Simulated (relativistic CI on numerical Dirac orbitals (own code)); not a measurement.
## Ni2+ in a cubic cluster: 1s photoemission with charge transfer

Computed with a charge-transfer multiplet model of a cubic metal-ligand cluster with up to 2 ligand holes, Slater and spin-orbit integrals from Dirac-Coulomb-Breit ions, Slater integrals scaled by 0.9. The ground state mixes d8 with configurations of k ligand holes L, whose averages lie at kΔ + k(k − 1)U_dd/2; a core hole lowers each added d electron by U_cd. 300 K, Lorentzian 1.1 eV and Gaussian 0.6 eV FWHM.

Atomic integrals in eV (Slater integrals scaled, ζ unscaled), ground: F2dd 10.953, F4dd 6.797, zeta_d 0.080; with the core hole: F2dd 12.512, F4dd 7.807, zeta_d 0.112, G2cd 0.073.

Cluster parameters (eV): U_dd = 6.8, U_cd = 8, 10Dq = 0.65, 10Dq(ligand) = 0, V(eg) = 3.1, V(t2g) = -1.65, final-state hopping factor = 0.8.

```csv
Case,n_d,d8,d9L,d10L2,S
Δ = 4.4 eV,8.26,0.75,0.24,0.01,1.00
Δ = 5.4 eV,8.22,0.79,0.21,0.01,1.00
Δ = 6.4 eV,8.19,0.82,0.18,0.01,1.00
Δ = 7.4 eV,8.16,0.84,0.15,0.00,1.00
Δ = 8.4 eV,8.14,0.86,0.13,0.00,1.00
```

Weights, n_d and S are thermal averages at 300 K. Binding energies count from the first peak over 30 % of the highest in each spectrum, which can be another peak from case to case. The parameters are a model scan and need not match a compound or its usual spin state. Peaks in eV (height, largest 100):
- Δ = 4.4 eV: 0.0 (100), 6.4 (34)
- Δ = 5.4 eV: 0.0 (100), 6.3 (29)
- Δ = 6.4 eV: 0.0 (100), 6.2 (23)
- Δ = 7.4 eV: 0.0 (100), 6.3 (17)
- Δ = 8.4 eV: 0.0 (100), 6.5 (13)

For the case Δ = 5.4 eV, Δ = 5.4 eV is smaller than U_dd = 6.8 eV, the charge-transfer side of the Zaanen-Sawatzky-Allen scheme. With the core hole the configuration with one ligand hole lies at Δ − U_cd = -3.6, -2.6, -1.6, -0.6, 0.4 eV from the one without, in the order of the table; where this is negative the screened configuration lies lower, though the effective hopping of about 3.3 eV (from the holes of the mixed ground state) mixes the two strongly wherever it is as large as the gap.
